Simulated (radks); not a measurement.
The numbers below are computed, except where a source is named.
These are the eigenvalues of the occupied orbitals of an atom or ion with whole-number occupations (hartree). Code: a radial shooting solver on a logarithmic mesh with Libxc functionals. Model: scalar-relativistic Kohn-Sham, BLYP, spin-polarised, spherical densities, finite nucleus; Fermi nuclear charge, rms radius of each element as measured or else 0.836 A^(1/3) + 0.57 fm.

orbital  eigenvalue
1s up     -2688.734
1s down   -2688.732
2s up     -512.6172
2s down   -512.4931
2p up     -454.6166
2p down   -454.5155
3s up     -160.3720
3s down   -160.3085
3p up     -143.2289
3p down   -143.1585
3d up     -124.1409
3d down   -124.0366
4s up     -70.75150
4s down   -70.42089
4p up     -64.47260
4p down   -64.14581
4d up     -57.04253

Which element is it, and in what charge state? The configuration may be excited. Open shells, if any, are filled with parallel spins first.

Answer. Z = 75, rhenium, charge +36: Re36+ in [Kr] 4d3. The list shows which subshells hold electrons but not how many an open one holds; the 1s level, -2688.7 hartree, gives Z - s = 73.3 by -(Z - s)^2/2, which with screening and relativity narrows Z to a few neighbours, and the depths of the outer levels then fix element, charge and occupations together.
